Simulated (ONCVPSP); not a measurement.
What one change does to a pseudopotential (La (Z = 57), ONCV)

ONCVPSP 4.0.1 input, shortened (lines: element, Z, core and valence counts, functional; n l f; lmax; l rc ep ncon nbas qcut; lloc lpopt rc5 dvloc0; l nproj debl; icmod fcfact rcfact), LDA (Perdew-Zunger), scalar-relativistic:

```
  La 57.00    9    5        3      upf
    1    0    2.00
    2    0    2.00
    2    1    6.00
    3    0    2.00
    3    1    6.00
    3    2   10.00
    4    0    2.00
    4    1    6.00
    4    2   10.00
    5    0    2.00
    5    1    6.00
    5    2    1.00
    6    0    1.75
    6    1    0.25
    3
    0    2.80    0.00    3    6    3.70
    1    3.55    0.00    4    7    4.90
    2    2.55    0.00    4    7    4.50
    3    3.90    0.39    4    7    3.10
    4    2    1.80   -1.00
    0    3    1.30
    1    2    2.70
    2    3    1.70
    3    1    2.30
    3    4.00    1.75
```

In the f channel the program set the typed energies aside and used -0.179 Ha.

Change: s: qcut 4.3.

Cutoffs: the cutoffs (Ha) at which the residual kinetic energy of the hardest occupied pseudo-wave falls to 1 and 0.1 mHa per electron; they do not see the model core or the augmentation charge, which bear on the density cutoff. Errors are all-electron minus pseudo energies relative to the spin-unpolarised reference configuration.

Problem. Predict the effect on cutoff, ghosts and configuration errors.

Solution. The potential gets neither clearly harder nor softer (5.9 Ha and 7.3 Ha → 5.9 Ha and 7.3 Ha); the d channel sets the loose cutoff, while the largest relative change is in s, which becomes harder; the errors of the 4 common tests hardly move; neither file shows a bound ghost.

| quantity | base | changed |
| --- | --- | --- |
| cutoff, loose | 5.9 Ha | 5.9 Ha |
| cutoff, tight | 7.3 Ha | 7.3 Ha |
| loose cutoff by channel | s 3.0 Ha, p 5.4 Ha, d 5.9 Ha | s 5.1 Ha, p 5.4 Ha, d 5.9 Ha |
| bound ghosts | none | none |
| GHOST(+) flags under 300 eV | s at 114.7 eV | s at 135.4 eV |
| error for 5s2 5p6 5d1 6s2 6p0, meV [ΔE -0.60 eV] | -0.1 | -0.1 |
| error for 5s2 5p6 5d1 6s1 6p0, meV [ΔE 5.56 eV] | -1.8 | -1.8 |
| error for 5s2 5p6 5d1 6s0 6p0, meV [ΔE 16.71 eV] | -12 | -11 |
| error for 5s2 5p5 5d1 6s2 6p0, meV [ΔE 26.48 eV] | -82 | -83 |
| s: phases at 2.84 bohr within 0.05 rad from the reference energy up to (Ha; the scan ends near 5) | 3.3 | 3.4 |
| p: phases at 3.61 bohr within 0.05 rad from the reference energy up to (Ha; the scan ends near 5) | 1.7 | 1.7 |
| d: phases at 2.58 bohr within 0.05 rad from the reference energy up to (Ha; the scan ends near 5) | to the end of the scan | to the end of the scan |
| f: phases at 3.95 bohr within 0.05 rad from the reference energy up to (Ha; the scan ends near 5) | -0.1 | -0.1 |
| rms error of d²Exc/dni dnj with the model core, mHa | 1.99 | 1.97 |
